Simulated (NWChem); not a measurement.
Program: NWChem. System: H6OSi2, charge 1, spin multiplicity 2, displaced from the optimised geometry. The structure started from a generated list of species. Its SCF solution wasn't tested for a lower state. Level: UBP86/def2-SVP.

Output (cleaned and shortened):

```
             Northwest Computational Chemistry Package (NWChem) 7.3.0
             --------------------------------------------------------

                                NWChem Input Module
                                -------------------

 Scaling coordinates for geometry "geometry" by  1.889725989
 (inverse scale =  0.529177249)

 Turning off AUTOSYM since
 SYMMETRY directive was detected!

                             Geometry "geometry" -> ""
                             -------------------------

 Output coordinates in angstroms (scale by  1.889725989 to convert to a.u.)

  No.       Tag          Charge          X              Y              Z
 ---- ---------------- ---------- -------------- -------------- --------------
    1 Si                  14.0000     0.05682500    -1.72057900     0.02847400
    2 O                    8.0000     0.00000000     0.00000000    -0.13354600
    3 Si                  14.0000    -0.05682500     1.72057900     0.02847400
    4 H                    1.0000     0.75143800    -2.29013000    -1.18853200
    5 H                    1.0000     0.57075800    -2.09188400     1.40033000
    6 H                    1.0000    -1.48312300    -1.92241400    -0.07624500
    7 H                    1.0000    -0.75143800     2.29013000    -1.18853200
    8 H                    1.0000     1.48312300     1.92241400    -0.07624500
    9 H                    1.0000    -0.57075800     2.09188400     1.40033000

 Effective nuclear repulsion energy (a.u.)     150.8252019124

            Nuclear Dipole moment (a.u.)
            ----------------------------
        X                 Y               Z
 ---------------- ---------------- ----------------
    -0.0000000000     0.0000000000     0.0000188973

      Symmetry information
      --------------------

 Group name             C2
 Group number              4
 Group order               2
 No. of unique centers     5

      Symmetry unique atoms

     1    2    4    5    6


 Summary of "ao basis" -> "" (spherical)
 ------------------------------------------------------------------------------
       Tag                 Description            Shells   Functions and Types
 ---------------- ------------------------------  ------  ---------------------
 *                          def2-svp                  on all atoms

  perdew86 is a nonlocal functional; adding perdew81 local functional.

                                 NWChem DFT Module
                                 -----------------

 Summary of "ao basis" -> "ao basis" (spherical)
 ------------------------------------------------------------------------------
       Tag                 Description            Shells   Functions and Types
 ---------------- ------------------------------  ------  ---------------------
 Si                         def2-svp                 8       18   4s3p1d
 O                          def2-svp                 6       14   3s2p1d
 H                          def2-svp                 3        5   2s1p

 Summary of "ao basis" -> "ao basis" (spherical)
 ------------------------------------------------------------------------------
       Tag                 Description            Shells   Functions and Types
 ---------------- ------------------------------  ------  ---------------------
 Si                         def2-svp                 8       18   4s3p1d
 O                          def2-svp                 6       14   3s2p1d
 H                          def2-svp                 3        5   2s1p

      Symmetry analysis of basis
      --------------------------

        a          41
        b          39

            General Information
            -------------------
          SCF calculation type: DFT
          Wavefunction type:  spin polarized.
          No. of atoms     :     9
          No. of electrons :    41
           Alpha electrons :    21
            Beta electrons :    20
          Charge           :     1
          Spin multiplicity:     2
          Use of symmetry is: on ; symmetry adaption is: on
          Maximum number of iterations: 100
          AO basis - number of functions:    80
                     number of shells:    40
          Convergence on energy requested:  1.00D-06
[...]
     4     -0.268813  1 Si s                 36      0.268813  3 Si s
    52      0.268176  4 H  s                 67     -0.268176  7 H  s
    57      0.226005  5 H  s                 77     -0.226005  9 H  s

   alpha - beta orbital overlaps
   -----------------------------

   alpha      1      2      3      4      5      6      7      8      9     10
    beta      1      2      3      4      5      6      7      8      9     10
 overlap   1.000  1.000  1.000  1.000  1.000  1.000  1.000  1.000  1.000  1.000

   alpha     11     12     13     14     15     16     17     18     19     20
    beta     11     12     13     14     15     17     16     19     18     21
 overlap   1.000  1.000  1.000  0.998  0.730  0.718  0.999  0.998  1.000  0.988

   alpha     21     22     23     24     25     26     27     28     29     30
    beta     20     22     23     24     26     25     27     28     29     30
 overlap   0.999  1.000  0.998  0.997  0.996  0.992  0.993  1.000  0.997  0.999

   alpha     31     32     33     34     35     36     37     38     39     40
    beta     31     32     33     34     35     36     37     38     39     40
 overlap   0.997  1.000  0.997  0.997  1.000  0.999  1.000  0.996  1.000  0.998

   alpha     41     42     43     44     45     46     47     48     49     50
    beta     41     42     43     44     45     46     47     48     49     50
 overlap   0.960  0.980  0.961  0.982  0.994  0.989  0.986  0.994  0.976  0.999

   alpha     51     52     53     54     55     56     57     58     59     60
    beta     51     52     53     54     55     56     57     58     59     60
 overlap   0.977  0.994  1.000  1.000  1.000  1.000  0.999  0.998  0.995  0.996

   alpha     61     62     63     64     65     66     67     68     69     70
    beta     61     62     63     64     65     66     67     68     69     70
 overlap   0.971  0.973  0.995  0.994  0.997  0.999  0.994  0.998  1.000  0.998

   alpha     71     72     73     74     75     76     77     78     79     80
    beta     71     72     73     74     75     76     77     78     79     80
 overlap   0.998  0.998  0.986  0.987  1.000  1.000  0.999  1.000  1.000  0.999

     --------------------------
     Expectation value of S2:
     --------------------------
      <S2> =      0.7535 (Exact =     0.7500)

 center of mass
 --------------
 x =   0.00000000 y =  -0.00000000 z =  -0.00653199

 moments of inertia (a.u.)
 ------------------
         712.883493646008          19.994601295259           0.000000000000
          19.994601295259          48.389593235531           0.000000000000
           0.000000000000           0.000000000000         710.269191409411

     Multipole analysis of the density
     ---------------------------------

     L   x y z        total         alpha         beta         nuclear
     -   - - -        -----         -----         ----         -------
     0   0 0 0      1.000000    -21.000000    -20.000000     42.000000

     1   1 0 0     -0.000000     -0.000000     -0.000000     -0.000000
     1   0 1 0      0.000000      0.000000     -0.000000      0.000000
     1   0 0 1      0.087109      0.143212     -0.056121      0.000019

     2   2 0 0    -21.353505    -24.016828    -19.729284     22.392607
     2   1 1 0      0.377878      3.601531      7.007307    -10.230960
     2   1 0 1     -0.000000      0.000000     -0.000000      0.000000
     2   0 2 0     -7.867248   -204.134617   -194.848728    391.116098
     2   0 1 1     -0.000000     -0.000000     -0.000000      0.000000
     2   0 0 2    -22.886908    -24.383657    -23.229547     24.726297

            General Information
            -------------------
          SCF calculation type: DFT
          Wavefunction type:  spin polarized.
          No. of atoms     :     9
          No. of electrons :    41
           Alpha electrons :    21
            Beta electrons :    20
          Charge           :     1
          Spin multiplicity:     2
          Use of symmetry is: on ; symmetry adaption is: on
          Maximum number of iterations: 100
          AO basis - number of functions:    80
                     number of shells:    40
          Convergence on energy requested:  1.00D-06
          Convergence on density requested:  1.00D-05
          Convergence on gradient requested:  5.00D-04

              XC Information
              --------------
                    Becke 1988 Exchange Functional  1.000
                Perdew 1981 Correlation Functional  1.000 local
                Perdew 1986 Correlation Functional  1.000 non-local

             Grid Information
             ----------------
          Grid used for XC integration:  medium
          Radial quadrature: Mura-Knowles
          Angular quadrature: Lebedev.
          Tag              B.-S. Rad. Rad. Pts. Rad. Cut. Ang. Pts.
          ---              ---------- --------- --------- ---------
          Si                  1.10       88          11.0       590
          O                   0.60       49           8.0       434
          H                   0.35       45          12.0       434
          Grid pruning is: on
          Number of quadrature shells:   272
          Spatial weights used:  Erf1

          Convergence Information
          -----------------------
          Convergence aids based upon iterative change in
          total energy or number of iterations.
          Levelshifting, if invoked, occurs when the
          HOMO/LUMO gap drops below (HL_TOL):  1.00D-02
          DIIS, if invoked, will attempt to extrapolate
          using up to (NFOCK): 10 stored Fock matrices.

                    Damping( 0%)  Levelshifting(0.5)       DIIS
                  --------------- ------------------- ---------------
          dE  on:    start            ASAP                start
          dE off:    2 iters        100 iters           100 iters

      Screening Tolerance Information
      -------------------------------
          Density screening/tol_rho:  1.00D-10
          AO Gaussian exp screening on grid/accAOfunc:  14
          CD Gaussian exp screening on grid/accCDfunc:  20
          XC Gaussian exp screening on grid/accXCfunc:  20
          Schwarz screening/accCoul:  1.00D-08

                            NWChem DFT Gradient Module
                            --------------------------

  charge          =   1.00
  wavefunction    = open shell

  Using symmetry

                         DFT ENERGY GRADIENTS

    atom               coordinates                        gradient
                 x          y          z           x          y          z
   1 Si      0.107384  -3.251423   0.053808    0.001493  -0.010855   0.000296
   2 O       0.000000   0.000000  -0.252365    0.000000   0.000000  -0.001586
   3 Si     -0.107384   3.251423   0.053808   -0.001493   0.010855   0.000296
   4 H       1.420012  -4.327718  -2.246000    0.003135  -0.002028  -0.004682
   5 H       1.078576  -3.953088   2.646240    0.002431  -0.001019   0.005561
   6 H      -2.802696  -3.632836  -0.144082   -0.005599   0.000908  -0.000381
   7 H      -1.420012   4.327718  -2.246000   -0.003135   0.002028  -0.004682
   8 H       2.802696   3.632836  -0.144082    0.005599  -0.000908  -0.000381
   9 H      -1.078576   3.953088   2.646240   -0.002431   0.001019   0.005561

                 ----------------------------------------
                 |  Time  |  1-e(secs)   |  2-e(secs)   |
                 ----------------------------------------
                 |  CPU   |       0.01   |       1.11   |
                 ----------------------------------------
                 |  WALL  |       0.01   |       1.11   |
                 ----------------------------------------

 Task  times  cpu:       15.8s     wall:       15.8s

 Total times  cpu:       15.8s     wall:       15.8s
```

Problem. Write an NWChem input that would produce this output.

Solution. One answer among several that fit: 
```
start mol
memory heap 200 mb stack 800 mb global 1000 mb
charge 1
geometry units angstroms nocenter noautoz
  Si     0.056825    -1.720579     0.028474
  O      0.000000     0.000000    -0.133546
  Si    -0.056825     1.720579     0.028474
  H      0.751438    -2.290130    -1.188532
  H      0.570758    -2.091884     1.400330
  H     -1.483123    -1.922414    -0.076245
  H     -0.751438     2.290130    -1.188532
  H      1.483123     1.922414    -0.076245
  H     -0.570758     2.091884     1.400330
  symmetry group C2
end
basis spherical
  * library def2-svp
end
dft
  xc becke88 perdew86
  odft
  mult 2
  semidirect memsize 60000000 filesize 0
  iterations 100
  tolerances tight
end
task dft gradient
```
